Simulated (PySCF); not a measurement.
SMILES C[SiH](C)[SiH2][SiH](Cl)Cl, singlet, GFN2-xTB optimised geometry.

```
17

Si     0.16    -0.73    -2.06
Cl    -1.87    -0.66    -2.20
Cl     0.68    -2.70    -2.19
Si     0.82     0.10     0.00
Si    -0.06    -1.03     1.85
C     -1.96    -1.05     1.74
C      0.45    -0.17     3.47
H      0.61    -0.16    -3.33
H      0.49     1.54     0.00
H      2.30     0.10     0.00
H      0.41    -2.43     1.92
H     -2.41    -1.58     2.58
H     -2.30    -1.54     0.83
H     -2.37    -0.04     1.74
H      0.04    -0.67     4.34
H      1.53    -0.16     3.58
H      0.11     0.86     3.50
```

Density from PySCF with B3LYP/def2-SVP at that geometry.

Minimum of the electron density along straight lines between bonded atoms, close to the bond critical point (lines longer than 1.1 times the sum of covalent radii, or with two minima, are not listed):

```tsv
bond	length / Å	ρ at the minimum / e bohr⁻³	∇²ρ there / e bohr⁻⁵	position (fraction from the first atom)
Si1–Cl2	2.040	0.094	0.29	0.37
Si1–Cl3	2.040	0.095	0.29	0.37
Si1–Si4	2.320	0.094	-0.02	0.66
Si5–C6	1.905	0.110	0.31	0.38
Si5–C7	1.907	0.110	0.30	0.38
Si1–H8	1.462	0.121	0.32	0.49
Si4–H9	1.474	0.113	0.32	0.49
Si4–H10	1.473	0.113	0.32	0.49
Si5–H11	1.477	0.115	0.32	0.49
C6–H12	1.086	0.272	-0.98	0.62
C6–H13	1.086	0.274	-0.99	0.63
C6–H14	1.087	0.272	-0.98	0.62
C7–H15	1.086	0.272	-0.98	0.63
C7–H16	1.086	0.273	-0.98	0.62
C7–H17	1.086	0.273	-0.98	0.62
```
